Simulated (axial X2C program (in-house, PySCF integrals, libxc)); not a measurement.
## Nuclear properties of RhI⁻

Computed with an axial X2C code built on PySCF integrals: two-component X2C with atomic mean-field Coulomb and Gaunt terms, Gaussian nuclei, basis I dyall-acv3z, Rh dyall-acv3z with contracted cores.

R = 2.536 Å (near the PBE0 minimum at charge -1 of the determinant lowest at the starting distance; the state shown can have its own minimum elsewhere).

Determinant lowest in the PBE0 search, Ω = 5/2 (⟨Sz⟩ = 0.50, ⟨Lz⟩ = 2.00 at PBE0), spin on the atoms I -0.02, Rh 0.52:

```json
{"level": "PBE0", "Eeff magnitude (GV/cm)": "1.69", "Ws magnitude I (kHz)": "0.0261", "Ws magnitude Rh (kHz)": "0.325", "A∥/gI I (MHz)": "-3.93", "qzz I (a.u.)": "3.76", "A∥/gI Rh (MHz)": "139", "qzz Rh (a.u.)": "-2.02"}
{"level": "HF", "Eeff magnitude (GV/cm)": "0.31", "Ws magnitude I (kHz)": "0.209", "Ws magnitude Rh (kHz)": "0.125", "A∥/gI I (MHz)": "-6.4", "qzz I (a.u.)": "1.99", "A∥/gI Rh (MHz)": "412", "qzz Rh (a.u.)": "-3.26"}
{"level": "PBE", "Eeff magnitude (GV/cm)": "0.628", "Ws magnitude I (kHz)": "0.0247", "Ws magnitude Rh (kHz)": "0.0947", "A∥/gI I (MHz)": "-1.47", "qzz I (a.u.)": "4.49", "A∥/gI Rh (MHz)": "328", "qzz Rh (a.u.)": "-1.69"}
{"level": "TPSSh", "Eeff magnitude (GV/cm)": "1.31", "Ws magnitude I (kHz)": "0.0198", "Ws magnitude Rh (kHz)": "0.221", "A∥/gI I (MHz)": "-4.41", "qzz I (a.u.)": "4.03", "A∥/gI Rh (MHz)": "219", "qzz Rh (a.u.)": "-1.93"}
{"level": "LDA", "Eeff magnitude (GV/cm)": "0.464", "Ws magnitude I (kHz)": "0.0389", "Ws magnitude Rh (kHz)": "0.0541", "A∥/gI I (MHz)": "-2.36", "qzz I (a.u.)": "4.74", "A∥/gI Rh (MHz)": "352", "qzz Rh (a.u.)": "-1.57"}
```

Determinant 0.28 eV from it at PBE0 and this distance, Ω = 7/2 (⟨Sz⟩ = 1.49, ⟨Lz⟩ = 2.01 at PBE0), spin on the atoms I 0.08, Rh 1.41:

| level | Eeff magnitude (GV/cm) | Ws magnitude I (kHz) | Ws magnitude Rh (kHz) | A∥/gI I (MHz) | qzz I (a.u.) | A∥/gI Rh (MHz) | qzz Rh (a.u.) |
| --- | --- | --- | --- | --- | --- | --- | --- |
| PBE0 | 6.57 | 0.607 | 0.533 | 74.6 | 2.57 | 776 | -2.18 |
| HF | 4.23 | 0.313 | 0.432 | 37.3 | 1.29 | 538 | -2.35 |
| PBE | 6.26 | 0.629 | 0.467 | 83.7 | 3.23 | 837 | -2.16 |
| TPSSh | 6.34 | 0.583 | 0.522 | 74.8 | 2.74 | 812 | -2.16 |
| LDA | 6.54 | 0.645 | 0.494 | 94 | 3.45 | 886 | -2.22 |

Eeff is the effective electric field on the electron electric dipole moment in this Ω state and Ws the scalar–pseudoscalar constant of the nucleus named (defined with the proton number Z and per Ω); A∥ (defined per Ω) follows by multiplying with gI = μI/(I μN); qzz is the electric field gradient, eQq0 = 234.96 MHz × Q/barn × qzz. The operators were transformed with the bare-nucleus X2C matrices; with these basis sets, hyperfine constants and field gradients can be off by tens of per cent, and where levels differ in sign neither size nor sign is settled.

Each state is one determinant with collinear spin, which with several unpaired electrons need not be a pure state. Unrestricted Hartree–Fock can overshoot spin polarisation at the nuclei. For an anion, determinants above electron detachment, or with a positive highest level, are held by the basis set. With several open shells hyperfine constants can be off by a factor of several. Where Eeff spreads by more than a factor of two the levels disagree and none is to be relied on. At HF a later determinant lies lower. States lie within half an eV, so the first need not be the ground state. The sign of Ws at I differs between levels in the first state. The sign of Ws at Rh differs between levels in the first state. Further determinants of the search, some of them spin-mixed, are not shown. Where a field gradient or hyperfine factor spreads by more than a factor of two over the levels, a constant derived from it is not to be relied on. PBE0 term energies can be off by some tenths of an eV.
